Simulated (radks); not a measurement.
Species: Sc4+. Configuration: [Ne] 3s2 3p4.5 4p0.5 (fractional occupations, a model configuration).

All-electron calculation, scalar-relativistic Kohn-Sham, exchange-only PBE, spin-polarised, spherical densities, finite nucleus; open shells are filled with parallel spins first; Fermi nuclear charge, rms radius 3.5459 fm. Program: a radial shooting solver on a logarithmic mesh with Libxc functionals.

Energy parts (hartree):
part                   energy
total              -758.06097
kinetic             764.58613
electron-nucleus  -1765.71436
Hartree             279.50479
exchange            -36.43753

Orbitals (lengths in bohr, moments of r in powers of bohr; r(max) is where P^2 peaks):
| orbital | occ. | eigenvalue (hartree) | <r> | r(max) | <r^4> | <r^2> |
|---|---|---|---|---|---|---|
| 1s up | 1 | -163.9310 | 0.07304 | 0.04780 | 0.0001326 | 0.007176 |
| 1s down | 1 | -163.9088 | 0.07304 | 0.04780 | 0.0001326 | 0.007174 |
| 2s up | 1 | -19.68449 | 0.3432 | 0.2834 | 0.03433 | 0.1394 |
| 2s down | 1 | -19.66488 | 0.3431 | 0.2835 | 0.03417 | 0.1392 |
| 2p up | 3 | -16.53646 | 0.3072 | 0.2319 | 0.02811 | 0.1166 |
| 2p down | 3 | -16.50839 | 0.3071 | 0.2321 | 0.02798 | 0.1164 |
| 3s up | 1 | -4.04660 | 1.022 | 0.9045 | 2.227 | 1.196 |
| 3s down | 1 | -3.93576 | 1.026 | 0.9054 | 2.274 | 1.206 |
| 3p up | 3 | -3.22279 | 1.075 | 0.9303 | 2.944 | 1.341 |
| 3p down | 1.5 | -3.11569 | 1.081 | 0.9322 | 3.036 | 1.359 |
| 4p up | 0.5 | -1.17388 | 2.696 | 2.512 | 96.70 | 8.191 |

The highest occupied level is 4p up at -31.943 eV. Summed over all electrons, <r^2> = 13.55 bohr^2, which gives a Langevin (diamagnetic) susceptibility term of -10.7 x 10^-6 cm^3/mol. The density falls to 0.001 e/bohr^3 at r = 3.41 bohr. The spin density at the nucleus is -0.1665 e/bohr^3 (1s -0.5711, 2s 0.1395, 3s 0.2650). The electron density at the nucleus is 7304 e/bohr^3 (large components only).
